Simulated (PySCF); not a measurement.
Molecule: SMILES [Si](O[SiH3])(C)(O[SiH2]C)C (C3H14O2Si3). Atoms near the plane z = 0.0 Å, at the GFN2-xTB optimised geometry (x, y, z in Å): Si1 (-0.6, 2.1, 0.0), Si7 (-0.8, -2.1, -0.4), C8 (1.0, -1.7, 0.1), H9 (-1.1, 3.4, 0.0), H11 (0.9, 2.1, 0.0), H18 (-1.7, -1.8, 0.7), H19 (-0.9, -3.4, -0.9), H20 (1.7, -1.9, -0.7), H21 (1.3, -2.3, 1.0), H22 (1.1, -0.7, 0.4).

Method: PySCF with B3LYP/def2-SVP. Cells within 0.4 Å of a nucleus heavier than hydrogen are left out (blank, or x). The values are rescaled to run from 0 to 1.

```
|666666666655666666666666666|
|666666665555556666666666666|
|666666655555555666666666666|
|666666555444555566666666666|
|666666555422455566666666666|
|666666555300345566666666666|
|666666555421245566666666666|
|666666655544455666666666666|
|66666666665xx66666666666666|
|666666666666566666666666666|
|666666666666666666666666666|
|666666666666666666666666666|
|666666666666666666666666666|
|666666666666666666666666666|
|666666656666656677666666666|
|666665555555555677766666666|
|666665555444332488766666666|
|666665554334310xx8766666666|
|66666555544x421157766666666|
|666666655677654456666666666|
|666666666799875566666666666|
|666666666899976666666666666|
|666666666788876666666666666|
|666666666777766666666666666|
|666666666666666666666666666|
|666666666666666666666666666|
|666666666666666666666666666|
```
Scale: ten equal steps from 0.000 (start of '0') to 1.00 (end of '9'), in the order '0123456789'; x runs from -5.50 to 5.50, y from -5.50 (bottom) to 5.50 (top).

Question: Which quantity is mapped?
A) log10 of the electron density
B) Laplacian of the electron density
C) electron localisation function
D) an orbital amplitude

Answer: D, an orbital amplitude. In full: HOMO−1 amplitude (bohr^(-3/2)).
